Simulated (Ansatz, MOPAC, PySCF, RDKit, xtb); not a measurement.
Dimer: SiH4 (SMILES [SiH4]) (first 5 atoms) with C3H4 (SMILES C=C=C); geometry from B3LYP-D3(BJ)/def2-TZVP, rigid monomers moved along the line of their centres of mass till Si1···C6 is 5.02 Å.
(charge 0, multiplicity 1):
```xyz
12

Si    -0.11373     0.34636     0.25170
H      1.22810     0.62145     0.80930
H     -0.01520     0.24655    -1.22423
H     -1.03985     1.44552     0.60097
H     -0.62712    -0.93335     0.78729
C     -0.34576     0.71312     5.24919
C      0.15943    -0.48496     5.26386
C      0.66447    -1.68227     5.26561
H      0.28083     1.58606     5.10710
H     -1.40926     0.87780     5.37761
H      0.75610    -2.25161     4.34774
H      1.00877    -2.14838     6.18144
```

```json
[
 {"level": "MMFF94", "interaction energy (kcal/mol)": "-0.48", "cost": "-"},
 {"level": "UFF", "interaction energy (kcal/mol)": "-0.52", "cost": "-"},
 {"level": "GFN-FF", "interaction energy (kcal/mol)": "-0.43", "cost": "-"},
 {"level": "PM3", "interaction energy (kcal/mol)": "0.13", "cost": "-"},
 {"level": "PM6", "interaction energy (kcal/mol)": "0.05", "cost": "-"},
 {"level": "HF/STO-3G (no counterpoise)", "interaction energy (kcal/mol)": "-0.03", "cost": "-"},
 {"level": "HF/3-21G (no counterpoise)", "interaction energy (kcal/mol)": "-0.35", "cost": "-"},
 {"level": "HF/aug-cc-pV(D+d)Z", "interaction energy (kcal/mol)": "-0.09", "cost": "-"},
 {"level": "PBE-D3(BJ)/def2-TZVPPD", "interaction energy (kcal/mol)": "-0.58", "cost": "×1"},
 {"level": "PBE0/def2-TZVPPD", "interaction energy (kcal/mol)": "-0.18", "cost": "×1"},
 {"level": "PBE0-D3(BJ)/def2-TZVPPD", "interaction energy (kcal/mol)": "-0.57", "cost": "×1"},
 {"level": "MP2/6-31G*", "interaction energy (kcal/mol)": "-0.24", "cost": "-"},
 {"level": "SCS-MP2/aug-cc-pV(D+d)Z", "interaction energy (kcal/mol)": "-0.37", "cost": "-"},
 {"level": "CCSD(T)/aug-cc-pV(D+d)Z", "interaction energy (kcal/mol)": "-0.44", "cost": "×10"}
]
```

The rows run from -0.58 (PBE-D3(BJ)/def2-TZVPPD) to 0.13 kcal/mol (PM3). The dispersion term adds -0.39 in PBE0-D3(BJ).

Interaction energies are E(AB) − E(A) − E(B) at the monomers' geometry in the complex; basis-set methods are counterpoise corrected. Rows marked so take none. RDKit's UFF carries no charges.

Cores are frozen in the correlated methods. Rows in 3-21G, 6-31G*, STO-3G carry no dispersion term and start afresh at each structure (6-31G* with six Cartesian d functions). MP2/6-31G* freezes PySCF's default core. The state reached by PM3, PM6 isn't checked.

Codes used: Ansatz (Gaussian orbitals); MOPAC for PM3, PM6 (differences of heats of formation); PySCF for 3-21G rows, 6-31G* rows, STO-3G rows, the dispersion terms; RDKit for the force fields; xtb for the GFN methods. Values without a source in brackets are computed.

Costs are rough ratios of core time to PBE/def2-TZVPPD (about 11 s over the structures, on one shared machine); a dash marks a level with no comparable run of its own.

Ansatz is a program for electronic structure.
